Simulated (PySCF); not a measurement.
# Sb: ionisation energy

Sb [Kr] 4d10 5s2 5p3 (4S) → Sb⁺ [Kr] 4d10 5s2 5p2 (3P), as a difference of total energies. All numbers are calculated (PySCF 2.14, scalar relativity through the core potential, in aug-cc-pVQZ-PP with ECP28MDF (7s7p5d3f2g, 92 functions)). Correlated levels: valence: 4s2 4p6 4d10 frozen. The calculations carry no spin-orbit coupling.

```json
{"method": "UHF", "ionisation energy (eV)": "8.576"}
{"method": "LDA", "ionisation energy (eV)": "9.121"}
{"method": "PBE", "ionisation energy (eV)": "8.964"}
{"method": "PBE0", "ionisation energy (eV)": "9.040"}
{"method": "r2SCAN", "ionisation energy (eV)": "9.167"}
{"method": "LC-wPBE", "ionisation energy (eV)": "9.099"}
{"method": "B2PLYP", "ionisation energy (eV)": "8.894"}
{"method": "MP2 (valence)", "ionisation energy (eV)": "9.027"}
```

**Question.** Estimate what SCS-MP2 (valence) gives.

**Answer.** 8.898 eV, closest to B2PLYP among the rows shown.

**Question.** Estimate what TPSSh gives.

**Answer.** 9.008 eV, closest to MP2 (valence) among the rows shown.

Errors of the correlated levels include the incompleteness of this basis and the frozen core.

For comparison: 9.124 eV (measured; NIST levels, between the centres of gravity of the two terms).
